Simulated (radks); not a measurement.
Results of a calculation; reference values are marked as such.
Tc31+, configuration [Ne] 3s2 (the NIST ground configuration).

Level of theory: scalar-relativistic Kohn-Sham, PBE, spin-polarised, spherical densities, finite nucleus; Fermi nuclear charge, rms radius 4.4112 fm (a radial shooting solver on a logarithmic mesh with Libxc functionals).

Energy parts (hartree):
| part | energy |
|---|---|
| total | -3546.77350 |
| kinetic | 3683.51797 |
| electron-nucleus | -7651.21788 |
| Hartree | 497.02392 |
| exchange-correlation | -76.09751 |

Orbitals (lengths in bohr, moments of r in powers of bohr; r(max) is where P^2 peaks):
| orbital | occ. | eigenvalue (hartree) | r(max) | <r^4> | <r> |
|---|---|---|---|---|---|
| 1s | 2 | -829.0428 | 0.02228 | 6.498e-06 | 0.03426 |
| 2s | 2 | -168.2206 | 0.1251 | 0.001091 | 0.1470 |
| 2p | 6 | -157.4091 | 0.09983 | 0.0007656 | 0.1278 |
| 3s | 2 | -66.52097 | 0.3391 | 0.03083 | 0.3579 |

The highest occupied level is 3s at -1810.1 eV. For comparison, the ionisation energy in NIST's Atomic Spectra Database is 1838 eV (semi-empirical). In exact Kohn-Sham theory the highest level is minus the ionisation energy, but local and semilocal functionals leave it too shallow, through self-interaction and a potential that decays too fast; potentials with the right tail come closer. The density falls to 0.001 e/bohr^3 at r = 0.91 bohr. The electron density at the nucleus is 1.031e+05 e/bohr^3 (large components only). Summed over all electrons, <r^2> = 0.4642 bohr^2, which gives a Langevin (diamagnetic) susceptibility term of -0.368 x 10^-6 cm^3/mol.
